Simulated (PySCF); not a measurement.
How methods differ on the ionisation energy of Mn⁺

Mn⁺ [Ar] 3d5 4s1 (7S) → Mn²⁺ [Ar] 3d5 (6S), as a difference of total energies. Computed with PySCF 2.14 in x2c-QZVPPall (11s7p5d4f2g, 103 functions), with the spin-free X2C one-electron Hamiltonian (Gaussian nucleus). Correlated levels: valence: [Ar] frozen; valence and next inner shell: [Ne] frozen. The calculations carry no spin-orbit coupling.

```
                                method  ionisation energy (eV)  error (eV)
                                   UHF                  14.852      -0.788
                                   LDA                  16.516      +0.876
                                   PBE                  16.288      +0.648
                                  PBE0                  15.965      +0.325
                                r2SCAN                  16.149      +0.509
                               r2SCANh                  16.054      +0.414
                                 wB97X                  15.376      -0.264
                                M06-2X                  15.490      -0.150
                                 B3LYP                  16.094      +0.454
                         MP2 (valence)                  15.310      -0.330
                     SCS-MP2 (valence)                  15.004      -0.636
    MP2 (valence and next inner shell)                  15.648      +0.008
SCS-MP2 (valence and next inner shell)                  15.353      -0.287
```

Reference: 15.640 eV (measured; NIST Atomic Spectra Database, ionization energies).

Errors of the correlated levels include the incompleteness of this basis and the frozen core.
